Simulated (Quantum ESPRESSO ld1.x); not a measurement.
Input (ld1.x (Quantum ESPRESSO 7.5)):

```
 &input
    zed=23.0,
    iswitch=1,
    rel=1,
    lsd=1,
    dft='PW',
    config='[Ne] 3s2 3p4 3d3 4f2 4s0 4p0 4d0 5f0',
    verbosity='high',
    prefix='ld1',
    max_out_wfc=37,
    file_charge='ld1.rho',
 /
```

Command: `OMP_NUM_THREADS=1 ld1.x < ld1.in > ld1.out`

Output (excerpt):

```
     Program LD1 v.7.5 starts

     --------------------------- All-electron run ----------------------------

     scalar relativistic calculation

     atomic number is 23.00
     dft =PW   lsd =1 sic =0 latt =0  beta=0.20 tr2=1.0E-14
     Exchange-correlation= PW
                           (   1   4   0   0   0   0   0)
     mesh =1969 r(mesh) = 100.33412 a.u. xmin = -8.00 dx = 0.00800
     1 Ry =  13.60569312 eV, c = 137.03599908

     n l     nl                  e(Ry)          e(Ha)          e(eV)
     1 0     1S 1( 1.00)    -397.054366963    -198.527183481  -5402.1998700
     2 0     2S 1( 1.00)     -47.664188156     -23.832094078   -648.5043170
     2 1     2P 1( 3.00)     -40.477110154     -20.238555077   -550.7191393
     3 0     3S 1( 1.00)      -8.356112679      -4.178056340   -113.6907048
     3 1     3P 1( 3.00)      -6.400641889      -3.200320945    -87.0851693
     3 2     3D 1( 3.00)      -3.364273149      -1.682136574    -45.7732680
     4 3     4F 1( 2.00)      -0.569323876      -0.284661938     -7.7460460
     4 0     4S 1( 0.00)      -2.113591962      -1.056795981    -28.7568836
     4 1     4P 1( 0.00)      -1.636682060      -0.818341030    -22.2681939
     4 2     4D 1( 0.00)      -0.989481657      -0.494740829    -13.4625838
     5 3     5F 1( 0.00)      -0.281858778      -0.140929389     -3.8348840
     1 0     1S 2( 1.00)    -396.986323325    -198.493161662  -5401.2740892
     2 0     2S 2( 1.00)     -47.482644811     -23.741322406   -646.0342940
     2 1     2P 2( 3.00)     -40.305143239     -20.152571620   -548.3794102
     3 0     3S 2( 1.00)      -7.842222062      -3.921111031   -106.6988668
     3 1     3P 2( 1.00)      -5.902203536      -2.951101768    -80.3035701
     3 2     3D 2( 0.00)      -2.906494669      -1.453247334    -39.5448745
     4 3     4F 2( 0.00)      -0.460898966      -0.230449483     -6.2708499
     4 0     4S 2( 0.00)      -1.913641136      -0.956820568    -26.0364140
     4 1     4P 2( 0.00)      -1.452930452      -0.726465226    -19.7681259
     4 2     4D 2( 0.00)      -0.833126838      -0.416563419    -11.3352681
     5 3     5F 2( 0.00)      -0.246596169      -0.123298085     -3.3551118

     final scf error:  5.1E-15 reached in  32 iterations

     Etot =   -1883.266962 Ry,    -941.633481 Ha,  -25623.152348 eV
     Total magnetization:    7.00 Bohr mag.

     Ekin =    1900.010083 Ry,     950.005042 Ha,   25850.954126 eV
     Encl =   -4425.822000 Ry,   -2212.911000 Ha,  -60216.375945 eV
     Eh   =     726.363907 Ry,     363.181954 Ha,    9882.684415 eV
     Exc  =     -83.818952 Ry,     -41.909476 Ha,   -1140.414944 eV
```

Run on one thread of a shared host, so times are rough (Intel(R) Xeon(R) Processor @ 2.60GHz): 0.86 s of CPU time, 1.2 s wall, 32 iterations on 1969 mesh points.
